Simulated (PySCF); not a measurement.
# Partial charges of `C=C(OC)[SiH2]/N=C\C(=O)O`

Species: C5H9NO3Si.
Z-matrix (Å and degrees, GFN2-xTB geometry), rows numbered from 1:
```
C 
C   1  1.3272
O   2  1.3638  1  126.00
C   3  1.4071  2  118.07  1     0.74
Si  2  1.9027  1  123.53  3  -178.72
N   5  1.7269  2   99.96  1  -133.70
C   6  1.2486  5  132.41  2   -88.56
C   7  1.4962  6  123.64  5    -8.78
O   8  1.2032  7  124.03  6     1.71
O   8  1.3350  7  112.43  6  -178.11
H   1  1.0734  2  119.34  3  -179.81
H   1  1.0774  2  124.35  3     0.30
H   4  1.0890  3  106.26  2   179.86
H   4  1.0948  3  111.31  2   -61.10
H   4  1.0950  3  111.12  2    60.84
H   5  1.4640  2  110.24  1   -28.74
H   5  1.4594  2  110.11  1    93.91
H   7  1.0887  6  120.83  5   171.49
H  10  0.9713  8  110.83  7  -179.56
```

Density: PBE0/pcSseg-1 (PySCF); schemes: Mulliken, IAO, Hirshfeld and ESP-fitted. Isolated species at its GFN2-xTB geometry (one conformer only).

Problem. Do the Mulliken, IAO, Hirshfeld and ESP-fitted schemes agree on where the charge is lowest?

Solution. The schemes don't all agree: Mulliken N6 (-0.515); IAO N6 (-0.474); Hirshfeld O9 (-0.235); ESP-fitted O10 (-0.631).

Problem. For which atoms does the sign change between the 4 schemes (beyond +0.03 e in one, beyond −0.03 e in another)?

Solution. For none.

Problem. Do the Mulliken, IAO, Hirshfeld and ESP-fitted schemes agree on where the charge is highest?

Solution. All schemes agree: Mulliken Si5 (+0.800); IAO Si5 (+0.884); Hirshfeld Si5 (+0.351); ESP-fitted Si5 (+0.747).

Problem. Tabulate the Mulliken, IAO, Hirshfeld and ESP-fitted charges.

Solution. In e:

| atom | environment | Mulliken | IAO | Hirshfeld | ESP-fitted |
| --- | --- | --- | --- | --- | --- |
| C1 | terminal =CH2 carbon | -0.220 | -0.411 | -0.149 | -0.506 |
| C2 | vinylic carbon bearing oxygen | -0.134 | -0.052 | -0.016 | -0.040 |
| O3 | ether oxygen | -0.487 | -0.330 | -0.108 | -0.126 |
| C4 | methoxy carbon | -0.039 | -0.207 | -0.033 | -0.276 |
| Si5 | SiH2 silicon | +0.800 | +0.884 | +0.351 | +0.747 |
| N6 | C=N nitrogen | -0.515 | -0.474 | -0.207 | -0.604 |
| C7 | C=N carbon | +0.146 | +0.008 | +0.048 | +0.301 |
| C8 | carboxylic acid carbon | +0.445 | +0.490 | +0.207 | +0.634 |
| O9 | acid carbonyl oxygen | -0.396 | -0.441 | -0.235 | -0.513 |
| O10 | acid hydroxyl oxygen | -0.360 | -0.468 | -0.165 | -0.631 |
| H11 | vinylic hydrogen | +0.120 | +0.159 | +0.044 | +0.178 |
| H12 | vinylic hydrogen | +0.117 | +0.146 | +0.038 | +0.196 |
| H13 | methyl hydrogen | +0.126 | +0.161 | +0.053 | +0.131 |
| H14 | methyl hydrogen | +0.110 | +0.135 | +0.044 | +0.140 |
| H15 | methyl hydrogen | +0.110 | +0.136 | +0.044 | +0.145 |
| H16 | Si–H hydrogen | -0.116 | -0.138 | -0.085 | -0.151 |
| H17 | Si–H hydrogen | -0.076 | -0.128 | -0.079 | -0.130 |
| H18 | hydrogen on a C=N carbon | +0.118 | +0.152 | +0.051 | +0.044 |
| H19 | acid proton | +0.251 | +0.378 | +0.195 | +0.461 |

Mean size of the charges over all atoms: ESP-fitted 0.313 e, IAO 0.279 e, Mulliken 0.247 e, Hirshfeld 0.113 e. Each set sums to the total charge, 0, to within 0.001 e. The Mulliken scheme counts on each atom the diagonal of the density matrix times the overlap matrix over that atom's basis functions. The IAO scheme projects the occupied orbitals on a minimal set of polarised atomic orbitals and counts the electrons in each atom's part of it.

Problem. Sum the charges by element, for elements with more than one atom.

Solution. 
```tsv
element	atoms	Mulliken	IAO	Hirshfeld	ESP-fitted
C	5	+0.199	-0.172	+0.058	+0.113
O	3	-1.244	-1.239	-0.509	-1.269
H	9	+0.760	+1.001	+0.306	+1.014
```

Problem. How closely do the schemes follow one another over all atoms?

Solution. Correlation coefficient and root-mean-square difference: IAO with Hirshfeld 0.98, 0.208 e; Mulliken with IAO 0.97, 0.093 e; Mulliken with Hirshfeld 0.96, 0.181 e; Hirshfeld with ESP-fitted 0.96, 0.250 e; IAO with ESP-fitted 0.96, 0.115 e; Mulliken with ESP-fitted 0.91, 0.162 e.

The run behind these numbers computed NMR shieldings as well. The run took 53 s (with the writing of density and orbital grids) on one thread of an Arm Neoverse V2, shared host, and the process peaked at 1.1 GiB of memory.
